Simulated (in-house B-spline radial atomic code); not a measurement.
Inner levels of lutetium as electrons are removed. A shift is the extra binding of the orbital against the neutral atom ([Xe] 4f14 5d1 6s2). Computed with a radial B-spline atomic code at the basis-set limit: non-relativistic Hartree-Fock, average of the configuration, point nuclei.

This level leaves out relativity, spin-orbit splitting included, which matters for heavy ions.

```
  ion  configuration  shift of 1s (eV)  shift of 2s (eV)  shift of 2p (eV)  radius of 1s (bohr)  radius of 2s (bohr)  radius of 2p (bohr)  Σ<r²> (bohr²)  change of density at nucleus (bohr⁻³)
Lu42+  [Ar] 3d10 4s1           2000.39           1959.35           1967.12              0.02134             0.090087             0.076351         1.1269                                -113.86
Lu43+      [Ar] 3d10           2078.34           2031.22           2040.71              0.02134             0.090081             0.076336        0.90625                               -1027.29
Lu44+       [Ar] 3d9           2229.41           2175.55           2186.94              0.02134             0.090007             0.076266         0.8536                                -919.52
Lu45+       [Ar] 3d8           2382.79           2321.81           2335.21              0.02134             0.089931             0.076195        0.80259                                -809.44
Lu46+       [Ar] 3d7            2538.5              2470           2485.51              0.02134             0.089853             0.076121        0.75316                                -697.05
Lu47+       [Ar] 3d6           2696.53           2620.11           2637.83              0.02134             0.089773             0.076045        0.70526                                -582.34
Lu48+       [Ar] 3d5           2856.87           2772.13           2792.16             0.021341              0.08969             0.075966         0.6588                                -465.32
Lu49+       [Ar] 3d4           3019.52           2926.04           2948.49             0.021341             0.089605             0.075886        0.61375                                -345.97
Lu50+       [Ar] 3d3           3184.49           3081.84           3106.82             0.021341             0.089517             0.075803        0.57003                                -224.29
Lu51+       [Ar] 3d2           3351.77           3239.51           3267.14             0.021341             0.089428             0.075719        0.52761                                 -100.3
Lu52+       [Ar] 3d1                 ?                 ?                 ?                    ?                    ?                    ?              ?                                      ?
Lu53+   [Ne] 3s2 3p6                 ?                 ?                 ?                    ?                    ?                    ?              ?                                      ?
Lu54+   [Ne] 3s2 3p5            3864.7           3707.23            3743.9             0.021339             0.089149             0.075532        0.39618                                 292.64
Lu55+   [Ne] 3s2 3p4           4037.91           3855.24           3895.42             0.021336             0.089055             0.075455        0.34688                                 432.53
Lu56+   [Ne] 3s2 3p3           4212.86           4004.47           4048.26             0.021334              0.08896             0.075378        0.29852                                 574.37
Lu57+   [Ne] 3s2 3p2                 ?                 ?                 ?                    ?                    ?                    ?              ?                                      ?
Lu58+   [Ne] 3s2 3p1           4568.03           4306.63           4357.87             0.021329             0.088765             0.075218        0.20455                                 863.84
Lu59+       [Ne] 3s2           4748.24           4459.54           4514.64             0.021326             0.088666             0.075136         0.1589                                1011.49
Lu60+       [Ne] 3s1           4915.45           4601.06           4663.74             0.021325             0.088664              0.07507        0.10919                               -2290.36
Lu61+   [He] 2s2 2p6           5084.05           4743.54           4813.91             0.021324             0.088613             0.075003       0.060267                               -5657.88
Lu62+   [He] 2s2 2p5           5500.39           5009.37           5126.45             0.021312             0.088229              0.07455       0.052888                               -5267.92
Lu63+   [He] 2s2 2p4           5920.85           5277.31           5441.78             0.021299             0.087848             0.074104        0.04569                               -4872.88
Lu64+   [He] 2s2 2p3           6345.42           5547.34           5759.91             0.021287             0.087471             0.073663       0.038668                               -4472.74
```

Q: Fill in the row of Lu52+.

A: shift of 1s (eV): 3521.36; shift of 2s (eV): 3399.05; shift of 2p (eV): 3429.44; radius of 1s (bohr): 0.021341; radius of 2s (bohr): 0.089336; radius of 2p (bohr): 0.075632; Σ<r²> (bohr²): 0.48644; change of density at nucleus (bohr⁻³): 26.024.

Q: Fill in the row of Lu53+.

A: shift of 1s (eV): 3693.25; shift of 2s (eV): 3560.45; shift of 2p (eV): 3593.71; radius of 1s (bohr): 0.021341; radius of 2s (bohr): 0.089242; radius of 2p (bohr): 0.075543; Σ<r²> (bohr²): 0.44646; change of density at nucleus (bohr⁻³): 154.7.

Q: Fill in the row of Lu57+.

A: shift of 1s (eV): 4389.57; shift of 2s (eV): 4154.94; shift of 2p (eV): 4202.41; radius of 1s (bohr): 0.021331; radius of 2s (bohr): 0.088863; radius of 2p (bohr): 0.075298; Σ<r²> (bohr²): 0.25109; change of density at nucleus (bohr⁻³): 718.13.
